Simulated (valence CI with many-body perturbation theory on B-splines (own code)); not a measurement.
Results of a calculation; reference values are marked as such.
Yb²⁹⁺: what the settings do

Method: configuration interaction combined with many-body perturbation theory (CI+MBPT): five valence electrons over a frozen Dirac-Fock core [Kr], radial functions for each j: 6 s, 6 p, 5 d, 5 f, 1 g, with the one-electron correlation potential Σ1, the two-electron term Σ2, the three-electron term Σ3, Breit, model QED; selected CI, second order for the rest, scaled by the run's own slope (own B-spline code, finite nucleus).

The last digits are not significant, and no measured levels were compared; by estimate large intervals hold to a few tenths of a per cent, small ones and those within an open d or f shell to about a per cent. Only levels of the ground parity were solved; by the run's estimate the other parity begins above the list, which can be wrong where configurations are misplaced.

The reference run has the lowest level (4d3/2^4 4d5/2) J=5/2 and an ionisation energy of 1114.30 eV. Its largest variational space holds 9996 state functions.

Levels are named by their leading jj configuration (3d3/2^4 stands for four electrons in 3d with j = 3/2), which in mixed levels can hold well under half, so a name can repeat and another be missing. Letters in brackets count levels of one name in rising energy.

Changed runs:
A. factor on the speed of light 1 → 100; QED terms on → off
B. natural orbitals for correlation on → off
C. cutoff of virtual states (hartree) 9800 → 3840
D. cutoff of virtual states (hartree) 9800 → 64.22 (bad on purpose)

Excitation energies of the reference run in cm⁻¹, and shifts in cm⁻¹:

```tsv
Level	Reference	B	C	D
(4d3/2^3 4d5/2^2) J=5/2 [a]	70032	-261	-3.8	-96
(4d3/2^3 4d5/2^2) J=7/2 [a]	104166	+241	-3.9	-66
(4d3/2^3 4d5/2^2) J=3/2 [a]	107560	+359	-3.9	-93
(4d3/2^3 4d5/2^2) J=11/2	111100	+125	-3.9	-39
(4d3/2^3 4d5/2^2) J=9/2	121081	+353	-4.1	-50
(4d3/2^3 4d5/2^2) J=5/2 [b]	126822	+467	-4.5	-80
(4d3/2^3 4d5/2^2) J=1/2	132442	+586	-4.6	-111
(4d3/2^3 4d5/2^2) J=7/2 [b]	142780	+806	-4.0	-44
(4d3/2^2 4d5/2^3) J=5/2 [a]	174492	+105	-7.6	-201
(4d3/2^3 4d5/2^2) J=3/2 [b]	177595	+1172	-5.0	-121
(4d3/2^2 4d5/2^3) J=7/2 [a]	192764	+118	-8.2	-184
(4d3/2^2 4d5/2^3) J=11/2	197696	-70	-8.2	-149
Ionisation energy (eV)	1114.30	-0.13	-0.0022	-0.48
```

Run A ends with another lowest level, (4d3/2^2 4d5/2^3) J=5/2, and an ionisation energy of 1128.03 eV.
